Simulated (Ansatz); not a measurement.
Gas-phase electronic energies from Ansatz, PBE0-D4/def2-TZVP geometries. CCSD(T)/CBS is the MP2 limit (def2-TZVPP, def2-QZVPP) plus CCSD(T) − MP2 in def2-TZVPP, frozen cores. Functionals use def2-TZVPP. Each species was taken in one conformer, which may not be the lowest.

`S=C[SiH2]S` → `SC1[SiH2]S1`  (isomerisation)

```json
{"level": "r2SCAN-D4", "ΔE (kcal/mol)": "1.1"}
{"level": "r2SCAN0-D4", "ΔE (kcal/mol)": "0.2"}
{"level": "B2PLYP", "ΔE (kcal/mol)": "5.1"}
{"level": "CCSD/def2-TZVPP", "ΔE (kcal/mol)": "5.4"}
```

Problem. What does CCSD(T)/CBS give? (Estimate.)

Solution. Ansatz gave: +3.9 kcal/mol. The listed levels differ from it by -2.8, -3.7, 1.2, 1.5 kcal/mol.

Largest T1 diagnostic among the species: 0.014.

From r2SCAN to r2SCAN0 (25 % exact exchange), in def2-TZVPP and without D4, ΔE moves by −1.0 kcal/mol. Leaving LDA and LC-ωPBE aside and taking each functional with its dispersion term where it has one, the values, not all of them listed here, spread over 6.7 kcal/mol, from PBE0-D4 to BLYP-D4. LDA lies −4.8 kcal/mol from PBE without D4.
